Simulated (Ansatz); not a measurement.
Cost and result for the atomization energy of `O[SiH](O)C[SiH](F)F` (13 atoms, 12 bonds).

```xyz
13

O    -1.156    1.840   -0.353
Si   -0.804    0.803    0.864
O    -1.882   -0.412    1.064
C     0.900    0.063    0.561
Si    1.002   -0.934   -0.971
F     0.575   -0.016   -2.208
F    -0.095   -2.095   -0.901
H    -0.942    1.585   -1.253
H    -0.866    1.601    2.101
H    -1.831   -1.174    0.483
H     1.168   -0.571    1.414
H     1.635    0.874    0.506
H     2.294   -1.562   -1.308
```

Total charge 0; spin multiplicity 1. All single points use the PBE0-D4/def2-TZVP geometry. It is one conformer, not always the lowest. Program: Ansatz. All runs use 2 threads of an AMD EPYC 7R13 on a shared host and a share of an NVIDIA H100 80 GB. Times are those of one run each, without the atoms' runs, and a repeat can differ threefold. Electronic energies, without spin–orbit coupling; frozen cores. CCSD(T)/CBS adds CCSD(T) − MP2 in def2-TZVPP to the MP2 limit, and its time is that of the two runs behind it. T1 = 0.012. B3LYP takes the VWN-RPA correlation (the form of Gaussian; ORCA's B3LYP/G).

CCSD(T)/CBS is a level of theory with its own doubt, some kJ/mol a heavy atom from the limit and from the frozen cores, so smaller differences don't rank the functionals.

```tsv
level	functions	wall time
r2SCAN-D4/def2-TZVPP (with forces)	323	2.8 s
B2PLYP/def2-TZVPP	323	3 s
PBE0-D4/def2-TZVPP	323	3.4 s
ωB97M-V/def2-TZVPP (with forces)	323	4.1 s
PBE-D4/def2-TZVPP (with forces)	323	4.2 s
MP2/def2-QZVPP	605	4.4 s
B3LYP-D4/def2-TZVPP (with forces)	323	4.6 s
ωB97X-V/def2-TZVPP	323	5.5 s
CCSD(T)/def2-TZVPP	323	6 s
CCSD(T)/CBS(def2)	–	10 s
```

(1) What atomization energy does each give, and how far from CCSD(T)/CBS? (An estimate is asked.)

## Answers

(1) Computed: 
| level | atomization (kcal/mol) | difference from CCSD(T)/CBS | per bond |
| --- | --- | --- | --- |
| r2SCAN-D4/def2-TZVPP (with forces) | 1250.0 | -5.4 | -0.5 |
| B2PLYP/def2-TZVPP | 1233.0 | -22.4 | -1.9 |
| PBE0-D4/def2-TZVPP | 1234.0 | -21.4 | -1.8 |
| ωB97M-V/def2-TZVPP (with forces) | 1251.8 | -3.6 | -0.3 |
| PBE-D4/def2-TZVPP (with forces) | 1257.6 | 2.2 | 0.2 |
| MP2/def2-QZVPP | 1274.7 | 19.3 | 1.6 |
| B3LYP-D4/def2-TZVPP (with forces) | 1239.9 | -15.5 | -1.3 |
| ωB97X-V/def2-TZVPP | 1251.1 | -4.3 | -0.4 |
| CCSD(T)/def2-TZVPP | 1218.1 | -37.3 | -3.1 |
| CCSD(T)/CBS(def2) | 1255.4 | 0.0 | 0.0 |

In def2-TZVPP, CCSD(T) changes the Hartree–Fock value by +300.1 kcal/mol (the triples alone add +17.5 kcal/mol) and MP2 by +334.1 kcal/mol; breaking electron pairs costs correlation energy, which Hartree–Fock lacks. From PBE to PBE0 (25 % exact exchange), in def2-TZVPP and without D4, the atomization energy moves by −22.4 kcal/mol: exact exchange takes away binding that semilocal exchange gives to molecules. The D4 term adds +12.7 kcal/mol with B3LYP and +6.7 kcal/mol with PBE0; it sums over pairs of atoms, weighted by their polarisabilities, and B3LYP, whose exchange is more repulsive, gets the larger term.
